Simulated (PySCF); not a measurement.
# Radial density of Be²⁺ (beryllium, charge +2)

MN15, 1s2, closed-shell 1S. Computed with PySCF 2.14 in cc-pVDZ, with the non-relativistic Hamiltonian (point nucleus).

```csv
r (bohr),4πr²ρ (e/bohr)
0.00835,0.02795
0.0141,0.07590
0.0236,0.1982
0.0398,0.4944
0.0669,1.128
0.112,2.237
0.189,3.503
0.318,3.758
0.535,2.191
0.900,0.4755
1.51,0.02175
2.55,0.0002021
```
